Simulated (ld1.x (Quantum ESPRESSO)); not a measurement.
An all-electron radial function and its pseudo partner (rhodium (Rh))

Columns: radius, all-electron u(r) and pseudo u(r) of the 4p shell (level -50.53 eV) of rhodium in the configuration [Ar] 3d10 4s2 4p6 4d8 5s1 5p0; LDA (PZ), scalar-relativistic, TM scheme, ld1.x (Quantum ESPRESSO) 7.5.

```csv
r (bohr),all-electron,pseudo
0.068,0.3832,0.0114
0.135,0.0886,0.0445
0.202,-0.3676,0.0985
0.270,-0.5834,0.1731
0.338,-0.5256,0.2654
0.405,-0.2990,0.3706
0.473,0.0025,0.4880
0.540,0.3020,0.6090
0.608,0.5687,0.7309
0.675,0.7776,0.8431
0.742,0.9293,0.9399
0.810,1.0289,1.0157
0.878,1.0814,1.0641
0.945,1.0959,1.0831
1.013,1.0815,1.0748
1.080,1.0466,1.0441
1.148,0.9965,0.9960
1.215,0.9380,0.9380
1.283,0.8734,0.8734
1.350,0.8075,0.8075
1.418,0.7409,0.7409
1.485,0.6769,0.6769
1.553,0.6147,0.6147
1.620,0.5570,0.5570
1.688,0.5022,0.5022
1.755,0.4523,0.4523
```

(1) How many radial nodes do the two functions have?

(2) At about which radius was the pseudo-wave matched?

(3) Is the pseudo-wave norm-conserving?

## Answers

(1) The all-electron 4p function has n − l − 1 = 2; the pseudo-wave has 0, since the states of the same l below it are removed with the core.

(2) 1.30 bohr. The columns agree to 0.0005 from 1.22 bohr on; several derivatives are matched, so the curves merge somewhat inside the radius.

(3) Yes: the TM scheme keeps the norm inside the radius equal to the all-electron one, which fixes the energy derivative of the logarithmic derivative at the level.
